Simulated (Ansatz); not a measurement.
C$_{3}$H$_{9}$BClN (`CCN(C)BCl`). Total charge 0; spin multiplicity 1. Geometry: relaxed with PBE0-D4/def2-TZVP. It is one conformer, not always the lowest.

```xyz
15

C     0.027   -1.347    1.225
C    -0.816   -0.520    0.269
N    -0.029    0.403   -0.532
C     0.334    1.627    0.149
B     0.386    0.163   -1.831
Cl   -0.022   -1.345   -2.671
H     0.592   -0.718    1.917
H    -0.610   -2.005    1.820
H     0.735   -1.965    0.669
H    -1.361   -1.182   -0.405
H    -1.560    0.060    0.827
H     0.932    2.254   -0.511
H    -0.562    2.185    0.445
H     0.918    1.423    1.052
H     1.036    0.967   -2.424
```

What is the dipole moment at r2SCAN/def2-TZVPP? (Best estimate.)

The calculation gave: 2.86 D, with components (-0.34, 1.17, 2.59) D in this frame, pointing from negative to positive charge.

And with PBE, B3LYP, ωB97M-V? (An estimate is asked.)

The calculation gave: PBE 2.83 D, B3LYP 2.81 D, ωB97M-V 2.79 D.

Give the Mulliken charges with r2SCAN, ωB97M-V, B3LYP in def2-TZVPP. (Estimate.)

Computed: 
```json
{"atom": "C1", "r2SCAN": "-0.14", "ωB97M-V": "-0.28", "B3LYP": "-0.25"}
{"atom": "C2", "r2SCAN": "0.04", "ωB97M-V": "-0.12", "B3LYP": "-0.02"}
{"atom": "N3", "r2SCAN": "-0.06", "ωB97M-V": "-0.09", "B3LYP": "-0.08"}
{"atom": "C4", "r2SCAN": "-0.05", "ωB97M-V": "-0.22", "B3LYP": "-0.17"}
{"atom": "B5", "r2SCAN": "0.05", "ωB97M-V": "-0.03", "B3LYP": "0.02"}
{"atom": "Cl6", "r2SCAN": "-0.22", "ωB97M-V": "-0.18", "B3LYP": "-0.22"}
{"atom": "H7", "r2SCAN": "0.04", "ωB97M-V": "0.09", "B3LYP": "0.07"}
{"atom": "H8", "r2SCAN": "0.04", "ωB97M-V": "0.10", "B3LYP": "0.08"}
{"atom": "H9", "r2SCAN": "0.06", "ωB97M-V": "0.11", "B3LYP": "0.09"}
{"atom": "H10", "r2SCAN": "0.05", "ωB97M-V": "0.11", "B3LYP": "0.08"}
{"atom": "H11", "r2SCAN": "0.03", "ωB97M-V": "0.10", "B3LYP": "0.07"}
{"atom": "H12", "r2SCAN": "0.06", "ωB97M-V": "0.11", "B3LYP": "0.10"}
{"atom": "H13", "r2SCAN": "0.05", "ωB97M-V": "0.12", "B3LYP": "0.10"}
{"atom": "H14", "r2SCAN": "0.06", "ωB97M-V": "0.12", "B3LYP": "0.10"}
{"atom": "H15", "r2SCAN": "-0.01", "ωB97M-V": "0.06", "B3LYP": "0.02"}
```

B3LYP here is the variant with VWN-RPA as its local correlation; programs differ in this.
